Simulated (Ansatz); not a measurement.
`N[Si](O)(F)Cl` + HBr → `N[Si](F)(Cl)Br` + H₂O at 700 K and 1 bar (ligand exchange at the Si–O bond).

Isolated molecules relaxed with PBE0-D4/def2-TZVP in Ansatz; ΔE leaves out vibrations. CCSD(T)/CBS is the MP2 limit (def2-TZVPP, def2-QZVPP) plus CCSD(T) − MP2 in def2-TZVPP, frozen cores. This one scheme is used for every species. For Br outer-core shells are correlated without core-valence functions, which leaves a few kJ/mol of doubt a bond. Scalar relativity is left out up to krypton. Each species was taken in one conformer, which may not be the lowest.

```csv
species,CCSD(T)/CBS energy (Eh),H − E (kJ/mol),S (J/(mol·K))
`N[Si](O)(F)Cl`,-980.55564,192.2,444.8
HBr,-2573.91920,36.5,223.7
`N[Si](F)(Cl)Br`,-3478.08790,153.8,461.8
H₂O,-76.37941,80.5,218.4
```

H − E and S are ideal-gas, rigid-rotor, harmonic terms from PBE0-D4/def2-TZVP, for one conformer and one mirror image of each species. 1 Eh = 2625.50 kJ/mol, R = 8.31446 J/(mol·K).

Question: By hand: ΔE, ΔH, ΔS and ΔG.

Answer: ΔE = (-3478.08790) + (-76.37941) − (-980.55564) − (-2573.91920) = 0.00753 Eh = 19.8 kJ/mol. Δ(H − E) = 153.8 + 80.5 − 192.2 − 36.5 = 5.6, so ΔH = 25.4 kJ/mol. ΔS = 461.8 + 218.4 − 444.8 − 223.7 = 11.7 J/(mol·K). ΔG = 25.4 − 700 × (11.7)/1000 = 17.2 kJ/mol.

Question: By hand: the equilibrium constant, and the temperature at which ΔG would vanish if ΔH and ΔS stayed fixed.

Answer: log₁₀ K = −ΔG/(RT ln 10) = -1.3. ΔG = 0 at ΔH/ΔS = 2171 K, though so small a ΔS makes that figure unsure.

The number of gas molecules stays the same, so ΔS is small and ΔH decides. A doubt of 5 kJ/mol in ΔE shifts log₁₀ K by 0.4 here. Other conformers and mirror images would add mixing entropy, several J/(mol·K) or more a flexible species. These are equilibria of isolated gas molecules and say nothing of rates. Largest T1 diagnostic: 0.010 (customary marks: 0.02 for closed shells, 0.045 for open ones).
